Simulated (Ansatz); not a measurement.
`[NH2][W]([NH2])(=[S])=[S]` and `C[O][W]([NH2])(=[S])=[S]` differ in one atom or group.

Ansatz, PBE0-D4/def2-TZVP geometries, multiplicity 1. Each molecule was computed in one conformer, which needn't be the lowest.

Elements past krypton have def2 core potentials.

```tsv
property	`[NH2][W]([NH2])(=[S])=[S]`
size of the dipole moment (PBE/def2-TZVPP) / D	4.05
HOMO energy (ωB97M-V/def2-TZVPP) / eV	-9.06
LUMO energy (ωB97M-V/def2-TZVPP) / eV	-0.46
HOMO energy (PBE0/def2-TZVPP) / eV	-7.06
HOMO–LUMO gap (B3LYP/def2-TZVPP) / eV	4.22
size of the dipole moment (ωB97M-V/def2-TZVPP) / D	4.03
```

(1) Give the same properties after the change, and the shifts. (Estimate.)

## Answers

(1) Ansatz gave: 
```json
{"property": "size of the dipole moment (PBE/def2-TZVPP) / D", "`C[O][W]([NH2])(=[S])=[S]`": "3.22", "shift": "-0.83"}
{"property": "HOMO energy (ωB97M-V/def2-TZVPP) / eV", "`C[O][W]([NH2])(=[S])=[S]`": "-8.91", "shift": "0.15"}
{"property": "LUMO energy (ωB97M-V/def2-TZVPP) / eV", "`C[O][W]([NH2])(=[S])=[S]`": "-0.33", "shift": "0.13"}
{"property": "HOMO energy (PBE0/def2-TZVPP) / eV", "`C[O][W]([NH2])(=[S])=[S]`": "-6.94", "shift": "0.12"}
{"property": "HOMO–LUMO gap (B3LYP/def2-TZVPP) / eV", "`C[O][W]([NH2])(=[S])=[S]`": "4.25", "shift": "0.03"}
{"property": "size of the dipole moment (ωB97M-V/def2-TZVPP) / D", "`C[O][W]([NH2])(=[S])=[S]`": "3.13", "shift": "-0.90"}
```

The zero-point energy changes by 43.8 kJ/mol with +6 modes. Dipoles are sizes alone; their direction can turn.

B3LYP here is the variant with VWN-RPA as its local correlation; programs differ in this.
